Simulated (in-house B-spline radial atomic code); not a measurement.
Atomic self-consistent-field run: Ga III (Ga2+) (an excited or competing configuration). Level of theory: scalar-relativistic (X2C) BHandHLYP, spin-polarised, spherical fractional occupations, exact exchange averaged over the configuration, Fermi nucleus of rms radius 3.9973 fm; calculated with a radial B-spline atomic code at the basis-set limit.

Command:
```bash
python run_scf.py task.json out
```
Settings (nuclear radius in fm, mass in u):
```
Z                31
configuration    [Ar] 3d9 4s1 4p1
hamiltonian      x2c
method           bhandhlyp
spin_polarised   True
nucleus          fermi
rms_radius       3.9973
atomic_mass      68.92557
speed_of_light   137.035999084
exact_exchange   averaged over the configuration
```

Output (hartree, bohr):
```
 radial grid: 73 intervals, B-splines of order 8, outer radius 38.5185 bohr

 iter        energy (Eh)    residual
    1       -1939.807507    3.80e-01
    2       -1940.270729    2.89e-01
    3       -1942.031147    1.27e-02
    4       -1942.036395    4.58e-03
    5       -1942.036653    5.57e-04
    6       -1942.036655    2.89e-04
    7       -1942.036657    7.36e-05
    8       -1942.036657    1.03e-05
    9       -1942.036657    9.96e-07
   10       -1942.036657    1.42e-07

 total energy                     -1942.03666
 kinetic                            1980.4858
 electron-nucleus                  -4654.7005
 Hartree                             806.9327
 exact exchange                      -36.4263
 exchange-correlation                -38.3283

 orbital      occ     eigenvalue          <r>       <r^2>       <1/r>       r_max
 1s up      1.000      -380.8817    0.0482169  0.00314062     31.8917     0.03136
 1s down    1.000      -380.8732    0.0482169  0.00314061     31.8916     0.03136
 2s up      1.000       -49.0602     0.217178   0.0557096     6.95509      0.1822
 2s down    1.000       -49.0138      0.21708   0.0556526     6.95793      0.1822
 2p up      3.000       -42.7888     0.190594   0.0445397     6.72223      0.1464
 2p down    3.000       -42.7478     0.190458    0.044465     6.72562      0.1463
 3s up      1.000        -7.2080      0.64577    0.480583     2.21715      0.5626
 3s down    1.000        -7.1063     0.647374    0.482986     2.20946      0.5634
 3p up      3.000        -5.2685     0.670932    0.529221     2.05208      0.5651
 3p down    3.000        -5.1610     0.671997    0.530599     2.04658      0.5659
 3d up      5.000        -2.1006     0.752342    0.715144     1.72198      0.5278
 3d down    4.000        -2.0321     0.753418    0.716578     1.71926      0.5289
 4s up      1.000        -1.2111      1.98387     4.45664    0.655961       1.724
 4p up      1.000        -0.8609       2.3249     6.15025     0.55224       2.002
```

Cost of the run: 0.2 s on 1 thread of Intel(R) Xeon(R) 6975P-C, on a shared host.

One-electron X2C: radii and densities carry no picture-change correction, so inner-shell <1/r> comes out high (for 1s by about 2 % at Z = 33, 5 % at 54, 10 % at 75, 30 % at 118) and <r> low.
